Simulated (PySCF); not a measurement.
H5NSeSi.
Bonds: N1–Si2, Si2–Se3. Hydrogens: H4, H5 on N1; H6, H7 on Si2; H8 on Se3.

Level of theory: PBE0-D3(BJ)/def2-SVP geometry optimisation, gas phase in PySCF.

Task: Give the optimised bond lengths and angles.

Result: 
```csv
bond,length (pm),order
N1–Si2,172.0,single
Si2–Se3,228.2,single
"N1–H4, N1–H5",101.3,single
"Si2–H6, Si2–H7",149.5,single
Se3–H8,147.1,single
```

Bonds in one row agree within 1 pm and their mean is given. Orders are formal, as drawn. A selection of angles:
```csv
angle,degrees
Si2–N1–H4,120.6
H4–N1–H5,112.4
N1–Si2–Se3,110.5
N1–Si2–H6,117.5
N1–Si2–H7,105.7
Se3–Si2–H6,101.2
Se3–Si2–H7,113.3
H6–Si2–H7,108.9
Si2–Se3–H8,93.3
```

Torsions: H8–Se3–Si2–N1 -55° (synclinal). The mirror-image conformer, all signs reversed, is as good.

Si2 (SiH2 silicon) is distorted tetrahedral (angles from 101.2° to 117.5°). N1 (silicon-bound nitrogen) has angles 121.7°, 120.6° and 112.4°, sum 354.7°, 0.16 Å off the plane of its three neighbours.

No frequency check. One conformer, not necessarily the lowest (H–N1–Si2–Se3 151° and -57°, N1–Si2–Se3–H -55°).

Hardware: one thread, Intel Xeon 6975P-C (x86_64), shared host with 192 logical CPUs at a one-minute load of 37. Cost: 21 s wall, 0.38 GiB resident at most. This is the geometry optimisation.
